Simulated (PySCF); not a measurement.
## Identify the compound

Molecular formula: C4H12N2Si3. Simulated spectra:

¹H NMR (500 MHz, computed): δ 6.52 (m, 1H), 6.44 (m, 1H), 6.34 (m, 1H), 5.01 (s, 3H), 4.86 (s, 6H).

¹³C{¹H} NMR (computed): δ 144.7, 129.1, 112.3, 109.6.

Equivalent nuclei averaged, gas phase, one computed conformer, relativity neglected. PBE0-D3(BJ)/def2-SVP geometry; NMR shieldings at PBE0/pcSseg-1/GIAO; PySCF.

δ = σ(ref) − σ, references computed at the same level: ¹H (σref 31.27) and ¹³C (σref 184.41) against TMS.

Q: What is the structure?

A: 
- Rings plus π bonds: 3 (1 ring in the answer).
- 4 carbon signals for 4 carbons: no two carbons are equivalent.
- Carbon types of the structure: 1 × C, 3 × CH, leaving 9 H on heteroatoms.
- δC 144.7: aromatic carbon bearing nitrogen; the electronegative substituent deshields the carbon that carries it.
- δC 129.1, 112.3: aromatic CH next to a ring nitrogen.
- δC 109.6: aromatic CH; it is ortho or para to a lone-pair donor and shielded by resonance.
- δH 6.52, 6.44: hydrogen on an aromatic CH next to a ring nitrogen.
- δH 6.34: hydrogen on an aromatic CH; π donation from the O or N substituent shields it against benzene.
- δH 5.01, 4.86: hydrogen on a silicon bonded to N.

The compound is `InChI=1S/C4H12N2Si3/c7-5-2-1-4(3-5)6(8)9/h1-3H,7-9H3`.

The shifts were computed for this structure.

Shifts are as computed. Against solution values, carbons near 30 ppm lie about +2 ppm off and those near 130 ppm about +5 ppm. Of 1309 compounds with measured shifts, 239 miss one by over three times the rms of a fit or turn the order of signals round; such compounds aren't used in these exercises. Multiplicities follow the n + 1 count of equivalent neighbours, as no J values were calculated; m marks all less simple cases, F and P coupling included.
